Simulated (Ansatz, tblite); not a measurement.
Removing an electron: Ag₃H₃⁻ (the lowest doublet isomer of a short search). Charge -1, multiplicity 2. Geometry: PBE-D4/def2-TZVPD. Ansatz, gas phase; energy differences of separate SCF runs; the oxidised species is a singlet (the triplet lies 2.25 eV higher at PBE0-D4/def2-TZVPD).

```xyz
6

Ag   -0.410   -0.931    1.862
Ag    0.199    1.549   -3.183
Ag    0.077    0.350   -0.618
H     0.098   -1.712    3.237
H     1.228    0.866   -1.784
H    -1.192   -0.122    0.487
```

In the def2 sets Ag takes a core potential; there is no spin–orbit coupling. The xTB rows come from tblite. The structure comes from a short search, and lower isomers may exist.

```
             level  −HOMO (eV)  vertical IE (eV)  −LUMO (eV)  HOMO–LUMO gap (eV)                                                       remarks
          GFN1-xTB           –              5.72           –                   –                                                             –
 PBE-D4/def2-TZVPD       -0.05              2.30       -0.79                0.74  HOMO above zero (-1 doublet), restricted, untested (singlet)
PBE0-D4/def2-TZVPD        0.55              2.26       -1.67                2.21                                                             –
```

Q: Estimate the rows for GFN2-xTB, r2SCAN-D4/def2-TZVPD.

A: 
```
               level  −HOMO (eV)  vertical IE (eV)  −LUMO (eV)  HOMO–LUMO gap (eV)
            GFN2-xTB           –              5.41           –                   –
r2SCAN-D4/def2-TZVPD        0.18              2.35       -1.09                1.28
```

  A HOMO above zero means that the electron is unbound at that level or that self-interaction error raises the level; the energy of removing that electron tells which. HOMO and LUMO are the levels of the spin that leaves or enters (xTB has no such levels and no spin-polarisation term). Other spin states of the ions may lie lower, which would lower the ionisation energy or raise the affinity. Raw xTB energy differences between charge states are shifted by several eV; the methods need an empirical correction for them.
